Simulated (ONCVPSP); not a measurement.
## What the settings do to the ONCV potential of N (Z = 7)

Base potential:

nitrogen, optimised norm-conserving Vanderbilt (ONCV), made with ONCVPSP 4.0.1 (BLYP, scalar-relativistic). Core [He], reference 2s2 2p2 (charge +1). Waves: 2s: rc 1.05 bohr, ncon 3, nbas 6, qcut 7.4 1/bohr, 2 projectors, debl 2 Ha; 2p: rc 1.05 bohr, ncon 3, nbas 6, qcut 8.3 1/bohr, local. Local part: the p channel. Core correction: Teter function, fcfact 4.5, rcfact 1.75.

Cutoffs, loose and tight: the cutoffs (Ha) at which the residual kinetic energy of the hardest occupied pseudo-wave falls to 1 and 0.1 mHa per electron. They do not see the model core or the augmentation charge, which bear on the density cutoff. Test errors are all-electron minus pseudo excitation energies from the reference, over the configurations 2s2 2p3; 2s2 2p1; 2s2 2p0; 2s1 2p3. A dash means not determined; rows that change the core or the reference have their own tests.

A true bound ghost makes a file unfit for plane-wave use even where its test errors are small: the radial tests pick states by their node count and pass the ghost by.

| change | outcome | cutoff, loose | cutoff, tight | bound ghosts | GHOST(+) flags above zero | largest test error (meV) |
| --- | --- | --- | --- | --- | --- | --- |
| base | generated | 34 Ha | 98 Ha | s | none | +125 |
| p: rc 0.72 | generated | 182 Ha | 297 Ha | none | none | -12 |
| p: rc 1 | generated | 37 Ha | 111 Ha | none | s | +100 |
| p: rc 1.14 | failed: test_data: rc < rc(lloc) for l = 0. Not allowed. | – | – | – | – | – |
| p: rc 1.2 | failed: test_data: rc < rc(lloc) for l = 0. Not allowed. | – | – | – | – | – |
| p: rc 1.3 | failed: test_data: rc < rc(lloc) for l = 0. Not allowed. | – | – | – | – | – |
| p: rc 1.42 | failed: test_data: rc < rc(lloc) for l = 0. Not allowed. | – | – | – | – | – |
| p: rc 1.54 | failed: test_data: rc < rc(lloc) for l = 0. Not allowed. | – | – | – | – | – |

Problem. What comes out with this change to the base: p: rc 0.96?

Solution. outcome: generated; cutoff, loose: 52 Ha; cutoff, tight: 124 Ha; bound ghosts: none; GHOST(+) flags above zero: none; largest test error (meV): +81.

Problem. What comes out with this change to the base: p: rc 0.84?

Solution. outcome: generated; cutoff, loose: 121 Ha; cutoff, tight: 201 Ha; bound ghosts: none; GHOST(+) flags above zero: none; largest test error (meV): +30.

Reading the sweep of the p radius (base included, trends over the rows without a ghost): The loose cutoff falls from 182 Ha at 0.72 to 37 Ha at 1 bohr. A larger radius leaves more room for a smooth pseudo-wave, so fewer plane waves are needed; a smaller one forces it to follow the all-electron wave where it bends sharply. The median size of the test errors (rows with all tests solved) is not monotonic: lowest 5.2 meV at 0.84 bohr, highest 10.4 meV at 1 bohr. Bound ghosts are found at 1.05 bohr. The generation fails at 1.14, 1.2, 1.3, 1.42, 1.54 bohr.
